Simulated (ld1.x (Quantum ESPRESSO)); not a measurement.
mercury (Hg): one change to a TM potential, before and after

- Element: mercury (Hg)
- Generator: ld1.x (Quantum ESPRESSO) 7.5
- Type: norm-conserving Troullier–Martins (Kleinman–Bylander form)
- Functional: PBE
- Relativity: scalar-relativistic
- Frozen core: [Kr] 4d10 4f14 5s2
- Valence charge: 18
- Reference configuration: 5p6 5d9 6s0 6p0 (charge +3)
- Partial waves: 6s (bound, empty): rc 1.60 bohr; 5p (bound): rc 1.10 bohr; 5d (bound): rc 2.00 bohr
- Local potential: all-electron potential smoothed inside 0.85 bohr (lloc = -1)
- Core correction: a·sin(br)/r model core, default radius (core density twice the valence density)

Change: all radii but the core radius scaled by about 0.86 (s 1.38, p 0.94, d 1.72 bohr); local potential all-electron potential smoothed inside 0.72 bohr (lloc = -1).

Cutoffs: the cutoffs (Ry, on a coarse ladder) from which the occupation-weighted sum of valence levels, in a spherical-Bessel basis at the reference potential, stays within 10 and 1 mRy of its value at 400 Ry; they do not see the model core or the augmentation charge, which bear on the density cutoff. Errors are all-electron minus pseudo energies relative to the spin-unpolarised reference configuration.

Problem. What does the change do?

Solution. The potential gets harder (140 Ry and 230 Ry → 160 Ry and 260 Ry); the bound ghosts move from s to p, s; the number of tests that count goes from 7 to 3; of the 3 tests that both files solve, the error grows in 1 and shrinks in 1 by more than 15 % and 0.3 meV (median size 9.9 → 10.1 meV). A smaller radius makes the pseudo-wave follow the all-electron one further in, where it bends more sharply, so more plane waves are needed.

| quantity | base | changed |
| --- | --- | --- |
| cutoff, loose | 140 Ry | 160 Ry |
| cutoff, tight | 230 Ry | 260 Ry |
| loose cutoff by channel (10 mRy a level) | p 80 Ry, d 40 Ry | p 140 Ry, d 40 Ry |
| bound ghosts | s | s, p |
| tests counted (converged, no solver errors) | 7 of 7 | 3 of 7 |
| error for 5p6 5d10 6s2 6p0, meV [ΔE -65.19 eV] | +9.9 | -40 |
| error for 5p6 5d10 6s1 6p0, meV [ΔE -54.50 eV] | +15 | -1.4 |
| error for 5p6 5d10 6s0 6p0, meV [ΔE -35.53 eV] | +8.9 | +10 |

Base: The cutoffs count occupied waves only; the empty 6p level needs 230 Ry at the loose tolerance. These tests converged, but a pseudo level misses the all-electron one widely, so the file describes the atom poorly there or has found another state: 5p6 5d10 6s0 6p0: empty 6p by 2.1 eV. Changed file: Tests not counted: 5p6 5d10 6s0 6p2 (solver errors, printed error -11.3 eV); 5p6 5d10 6s0 6p1 (solver errors, printed error -3.2 eV); 5p6 5d10 6s1 6p1 (solver errors, printed error -2.6 eV); 5p6 5d9 6s2 6p1 (solver errors, printed error -2.9 eV). A true bound ghost makes a file unfit for plane-wave use even where its test errors are small: the radial tests pick states by their node count and pass the ghost by. Where a test does run into it, the solver fails or the error is huge.
